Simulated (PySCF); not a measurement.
**How methods differ on the ionisation energy of Cd⁺**

Cd⁺ [Kr] 4d10 5s1 (2S) → Cd²⁺ [Kr] 4d10 (1S), as a difference of total energies. Calculation: PySCF 2.14, in aug-cc-pVTZ-PP with ECP28MDF (6s6p5d3f2g, 88 functions); scalar relativity through the core potential. Correlated levels: valence: 4s2 4p6 frozen. The calculations carry no spin-orbit coupling.

```csv
method,ionisation energy (eV)
UHF,15.549
LDA,17.809
PBE,17.428
PBE0,17.069
r2SCAN,17.214
B2PLYP,17.063
wB97M-V,16.683
r2SCAN0,16.987
PW91,17.519
MP2 (valence),16.804
SCS-MP2 (valence),16.609
```

Question: How much does correlation contribute at MP2 (valence)?

Answer: 16.804 − (15.549) = 1.255 eV, measured against UHF.

Errors of the correlated levels include the incompleteness of this basis and the frozen core.

For comparison: 16.908 eV (measured; NIST Atomic Spectra Database, ionization energies).
